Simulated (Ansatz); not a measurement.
AlClFHS, SMILES `[F][Al]([SH])[Cl]`, relaxed with RKS PBE-D4/def2-SVP in Ansatz from a rough embedded geometry. The force threshold is 0.03 eV/Å; the program also tests the step.

Charge 0, multiplicity 1.

Start:

```xyz
5

F    -1.336    1.730    0.182
Al   -0.595    0.079    0.086
S     1.498   -0.206    0.835
Cl   -1.635   -1.657   -0.693
H     2.068    0.055   -0.410
```

Problem. How much energy does the relaxation release, and in how many steps? (Best estimate.)

Solution. The calculation gave: 52.26 kJ/mol, in 14 steps, 1 of them rejected.

Problem. Which bonds change most? (Best estimate.)

Solution. The calculation gave: F1–Al2 from 1.812 to 1.669 Å; Al2–Cl4 from 2.169 to 2.099 Å; Al2–S3 from 2.241 to 2.175 Å; S3–H5 from 1.395 to 1.364 Å.

Problem. Give the relaxed structure. (Estimate.)

Solution. The calculation gave: 
```xyz
5

F    -1.561    1.478    0.534
Al   -0.536    0.252    0.051
S     1.590    0.448    0.462
Cl   -1.346   -1.418   -0.931
H     1.852   -0.759   -0.117
```
